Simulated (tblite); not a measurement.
Compound: C₃H₁₂S₂Si₂.
Bonds: C1–S2, S2–Si3, Si3–S4, S4–C5, C5–C6, C6–Si7. Hydrogens: H8, H9, H10 on C1; H11, H12 on Si3; H13, H14 on C5; H15, H16 on C6; H17, H18, H19 on Si7.

Computed geometry: GFN2-xTB, gas phase.

(1) Give the optimised bond lengths and angles.

Results:

(1) 
| bond | length (bohr) | order |
| --- | --- | --- |
| C1–S2 | 3.432 | single |
| S2–Si3 | 4.052 | single |
| Si3–S4 | 4.017 | single |
| S4–C5 | 3.491 | single |
| C5–C6 | 2.854 | single |
| C6–Si7 | 3.599 | single |
| C1–H8, C1–H9, C1–H10 | 2.050 | single |
| Si3–H11, Si3–H12 | 2.751 | single |
| C5–H13, C5–H14 | 2.058 | single |
| C6–H15, C6–H16 | 2.062 | single |
| Si7–H17, Si7–H18, Si7–H19 | 2.765 | single |

Bonds in one row agree within 0.02 bohr and their mean is given. Orders are formal, as drawn. A selection of angles:
| angle | degrees |
| --- | --- |
| S2–C1–H8 | 106.7 |
| S2–C1–H9 | 109.7 |
| H8–C1–H9 | 110.2 |
| C1–S2–Si3 | 98.7 |
| S2–Si3–S4 | 109.8 |
| S2–Si3–H11 | 106.8 |
| S2–Si3–H12 | 109.9 |
| S4–Si3–H11 | 111.2 |
| S4–Si3–H12 | 106.4 |
| H11–Si3–H12 | 112.6 |
| Si3–S4–C5 | 101.9 |
| S4–C5–C6 | 110.6 |
| S4–C5–H13 | 106.8 |
| C6–C5–H13 | 111.5 |
| H13–C5–H14 | 109.5 |
| C5–C6–Si7 | 111.7 |
| C5–C6–H15 | 109.0 |
| Si7–C6–H15 | 110.3 |
| H15–C6–H16 | 106.5 |
| C6–Si7–H17 | 108.5 |
| C6–Si7–H18 | 109.2 |
| H17–Si7–H18 | 109.9 |

Dihedral angles: C1–S2–Si3–S4 178° (antiperiplanar); S2–Si3–S4–C5 37° (synclinal); Si3–S4–C5–C6 -171° (antiperiplanar); S4–C5–C6–Si7 180° (antiperiplanar). The mirror-image conformer, all signs reversed, is as good.

Of the pairs four or more bonds apart, S2···H13 is among the closest relative to their van der Waals radii: 2.75 Å, 92 % of the sum of Bondi's values. The C–S distances run from 1.816 Å (C1–S2, drawn single) to 1.847 Å (S4–C5, drawn single), a spread of 0.031 Å. Si3 (SiH2 silicon) is tetrahedral (angles from 106.4° to 112.6°). Si7 (SiH3 silicon) is tetrahedral (angles from 108.5° to 110.3°).

Point group: C1 (no symmetry element, even within 0.4 Å). Its GFN2-xTB frequencies are all real (lowest 25 cm⁻¹). One conformer, not necessarily the lowest. 3 starts were optimised and ended at 0.00, 0.13 and 0.40 kcal/mol (GFN2-xTB); the lowest of these is shown.

The run took 1.8 s of wall time on an Arm Neoverse N1 with one thread, shared host with 64 logical CPUs at a one-minute load of 58. These figures are those of the optimisation.
